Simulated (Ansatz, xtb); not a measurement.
Relaxing a trial structure of C8H6BF3Se

The starting geometry of this gas-phase singlet was built from a drawn formula by distance geometry and a force field; its bonds are those of `FC(F)(F)CC#C[C@@H]1[Se]B2C=C[C@H]21`.

```xyz
19

C     1.7786   -1.3871    1.5382
C     1.0362   -2.1107    0.4306
C     0.5343   -1.1695   -0.5496
C     0.0633   -0.4114   -1.3494
C    -0.4691    0.6071   -2.2839
C    -1.0476    3.3937   -2.8876
C    -2.0829    2.4790   -2.5338
C    -1.1621    1.7952   -1.6424
B    -0.0470    2.8515   -1.7860
F     0.9573   -0.5515    2.1690
F     2.8946   -0.6755    0.9870
F     2.2938   -2.3457    2.4356
Se    0.9245    1.6360   -3.0877
H     1.7660   -2.8562   -0.0809
H     0.2273   -2.7370    0.8537
H    -1.1474    0.1209   -3.0768
H    -1.0150    4.1864   -3.6023
H    -3.0742    2.3167   -2.8695
H    -1.5317    1.6417   -0.6233
```

Task: Predict what becomes of its bonds when it is optimised with r2SCAN-D4/def2-SVP.

Result: It keeps its bonds, and is `FC(F)(F)CC#C[C@@H]1[Se]B2C=C[C@H]21`.

The energy falls by 3.30 eV over 60 steps:

| step | E − E(last) (eV) |
| --- | --- |
| 1 | 3.303 |
| 8 | 0.012 |
| 14 | 0.008 |
| 21 | 0.006 |
| 27 | 0.004 |
| 34 | 0.002 |
| 40 | 0.001 |
| 47 | 0.001 |
| 53 | 0.000 |
| 60 | 0.000 |

Final geometry (Å):

```
atom    x (Å)    y (Å)    z (Å)
   C   1.3667  -1.6463   1.7859
   C   1.4743  -2.0320   0.3204
   C   0.7092  -1.1652  -0.5584
   C   0.0737  -0.4385  -1.3004
   C  -0.6622   0.4549  -2.1476
   C  -1.1176   3.7035  -3.1100
   C  -1.7684   2.8545  -2.2526
   C  -0.6805   1.9402  -1.7126
   B  -0.1394   2.5437  -3.0519
   F   0.1024  -1.7138   2.2256
   F   1.8109  -0.4016   2.0066
   F   2.1047  -2.4826   2.5366
  Se   0.2713   0.8395  -3.9665
   H   2.5470  -2.0113   0.0613
   H   1.1412  -3.0807   0.2392
   H  -1.6552   0.0517  -2.4115
   H  -1.5274   4.5008  -3.7315
   H  -2.8575   2.6889  -2.1761
   H  -0.2942   2.1778  -0.7153
```

From the same start GFN2-xTB reaches the same bonding as this run.

The end wasn't checked by frequencies. Run with Ansatz 0.2.0, 3.5 min on 8 threads of Arm Neoverse V1 (shared host).
